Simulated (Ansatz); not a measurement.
Consider the cleavage of the Si–Si bond: `CO[SiH](N)[SiH3]` + HBr → `CO[SiH](N)Br` + SiH₄.

Program: Ansatz. Geometries: PBE0-D4/def2-TZVP. ΔE: electronic, gas phase. CBS: MP2 limit from def2 TZ/QZ plus the TZ coupled-cluster correction, frozen cores. This one scheme is used for every species. Functionals use def2-TZVPP. B3LYP here is the variant with VWN-RPA as its local correlation; programs differ in this. For Br outer-core shells are correlated without core-valence functions, which leaves a few kJ/mol of doubt a bond. Scalar relativity is left out up to krypton. One conformer a species, not always the lowest.

`CO[SiH](N)[SiH3]`:

Cartesian coordinates in Å:
```
C -1.328 1.518 -0.485
O -0.875 1.065 0.766
Si 0.352 -0.024 0.938
N 1.897 0.478 0.404
Si -0.111 -1.988 -0.269
H -2.188 2.171 -0.326
H -0.554 2.086 -1.012
H -1.645 0.686 -1.128
H 0.411 -0.222 2.405
H 2.206 0.361 -0.545
H 2.444 1.165 0.898
H 0.611 -3.145 0.327
H -1.566 -2.301 -0.290
H 0.345 -1.849 -1.683
```

HBr:

```xyz
2

Br   -0.349   -0.489   -0.380
H     0.349    0.489    0.380
```

`CO[SiH](N)Br`:

Z-matrix (Å, degrees):
```
C
O 1 1.411
H 1 1.091 2 108.0
H 1 1.094 2 111.0 3 -119.4
H 1 1.096 2 111.5 3 119.3
Si 2 1.631 1 124.5 3 -174.3
Br 6 2.229 2 107.6 1 -58.4
N 6 1.689 2 112.9 1 -177.4
H 6 1.479 2 110.0 1 59.5
H 8 1.007 6 120.8 2 -80.1
H 8 1.006 6 121.7 2 72.6
```

SiH₄:

```xyz
5

Si    0.000    0.000    0.000
H     0.738    0.092    1.285
H    -1.187    0.890    0.046
H    -0.440   -1.401   -0.219
H     0.890    0.419   -1.112
```

```json
{"level": "PBE-D4", "ΔE (kcal/mol)": "-24.1", "difference from CCSD(T)/CBS": "4.5"}
{"level": "r2SCAN-D4", "ΔE (kcal/mol)": "-27.6", "difference from CCSD(T)/CBS": "1.0"}
{"level": "B3LYP-D4", "ΔE (kcal/mol)": "-27.3", "difference from CCSD(T)/CBS": "1.3"}
{"level": "ωB97X-V", "ΔE (kcal/mol)": "-27.8", "difference from CCSD(T)/CBS": "0.8"}
{"level": "ωB97M-V", "ΔE (kcal/mol)": "-29.2", "difference from CCSD(T)/CBS": "-0.6"}
{"level": "B2PLYP", "ΔE (kcal/mol)": "-28.9", "difference from CCSD(T)/CBS": "-0.3"}
{"level": "MP2/def2-TZVPP", "ΔE (kcal/mol)": "-30.4", "difference from CCSD(T)/CBS": "-1.8"}
{"level": "CCSD(T)/def2-TZVPP", "ΔE (kcal/mol)": "-27.6", "difference from CCSD(T)/CBS": "1.0"}
{"level": "HF/def2-QZVPP", "ΔE (kcal/mol)": "-32.8", "difference from CCSD(T)/CBS": "-4.2"}
{"level": "MP2/CBS(def2)", "ΔE (kcal/mol)": "-31.3", "difference from CCSD(T)/CBS": "-2.7"}
{"level": "CCSD(T)/CBS", "ΔE (kcal/mol)": "-28.6", "difference from CCSD(T)/CBS": "0"}
```

Largest T1 diagnostic among the species: 0.012.

In def2-TZVPP, CCSD(T) changes the Hartree–Fock value by +5.2 kcal/mol (the triples alone add +0.5 kcal/mol) and MP2 by +2.4 kcal/mol. From PBE to PBE0 (25 % exact exchange), in def2-TZVPP and without D4, ΔE moves by −1.8 kcal/mol.
